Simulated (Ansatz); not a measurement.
Ansatz results at the PBE0-D4/def2-TZVP geometry: HOMO energy (ωB97M-V/def2-TZVPP) -9.00 eV; size of the dipole moment (PBE/def2-TZVPP) 1.06 D; HOMO energy (PBE0/def2-TZVPP) -7.10 eV.

Each molecule was computed in one conformer, which needn't be the lowest.

Q: Which molecule gave them?
A. `C[SiH]1[SiH2][Se]1`
B. `C=N[SiH2][AlH][SiH3]`
C. `B1CN1`
D. `C=C(I)[CH2][AlH2]`

A: B. The others give `B1CN1`: -10.05, 1.25, -7.71; `C[SiH]1[SiH2][Se]1`: -8.96, 1.94, -6.88; `C=C(I)[CH2][AlH2]`: -9.18, 1.76, -7.07.
